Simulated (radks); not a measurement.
S, configuration [Ne] 3s2 3p4. All-electron calculation, scalar-relativistic Kohn-Sham, PBEsol, spin-polarised, spherical densities, finite nucleus; open shells are filled with parallel spins first; Fermi nuclear charge, rms radius 3.2611 fm. Program: a radial shooting solver on a logarithmic mesh with Libxc functionals.

Normalised radial functions P(r) = r R(r), r in bohr:

r,3p down
0.008407,0.0024
0.01077,0.0038
0.01381,0.0060
0.01769,0.0096
0.02267,0.0150
0.02905,0.0234
0.03723,0.0360
0.04733,0.0536
0.06065,0.0793
0.07772,0.1142
0.09959,0.1588
0.1276,0.2112
0.1635,0.2654
0.2096,0.3097
0.2664,0.3260
0.3414,0.2946
0.4375,0.1964
0.5606,0.0268
0.7184,-0.1966
0.9206,-0.4316
1.18,-0.6221
1.5,-0.7137
1.922,-0.6897
2.463,-0.5672
3.156,-0.3979
4.044,-0.2360
5.183,-0.1162
6.641,-0.0453

3p down: eigenvalue -5.965 eV, 1 radial node at r = 0.579 bohr, <r> = 2.12 bohr, 90 % of the charge inside 3.39 bohr.
